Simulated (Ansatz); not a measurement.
`O[CH2][SnH]([F])[Cl]`, relaxed with RKS PBE-D4/def2-SVP in the Gaussian-basis code of Ansatz from a rough embedded geometry. The force threshold is 0.03 eV/Å; the program also tests the step.

Total charge 0; spin multiplicity 1. Sn: def2 effective core potential.

Start:

```xyz
9

O     1.143    0.536   -1.181
C    -0.118    0.085   -0.903
Sn   -0.296   -0.183    1.209
F    -2.090   -0.663    1.707
Cl    1.232   -1.787    1.971
H     1.234    0.586   -2.196
H    -0.843    0.878   -1.224
H    -0.321   -0.860   -1.360
H     0.059    1.408    1.978
```

**Question.** How much energy does the relaxation release, and in how many steps? (Estimate.)

**Answer.** Ansatz gave: 34.31 kJ/mol, in 23 steps, 1 of them rejected.

**Question.** Which bonds change most? (An estimate is asked.)

**Answer.** Ansatz gave: Sn3–H9 from 1.802 to 1.725 Å; C2–Sn3 from 2.136 to 2.182 Å; C2–H8 from 1.069 to 1.115 Å; O1–H6 from 1.020 to 0.975 Å.

**Question.** Give the relaxed structure. (Estimate.)

**Answer.** Computed: 
```xyz
9

O     0.837    1.037   -1.270
C    -0.024   -0.033   -0.957
Sn   -0.182   -0.053    1.220
F    -2.098   -0.106    1.644
Cl    0.659   -2.123    2.015
H     1.017    1.018   -2.228
H    -1.064    0.077   -1.346
H     0.363   -1.039   -1.244
H     0.492    1.222    2.166
```
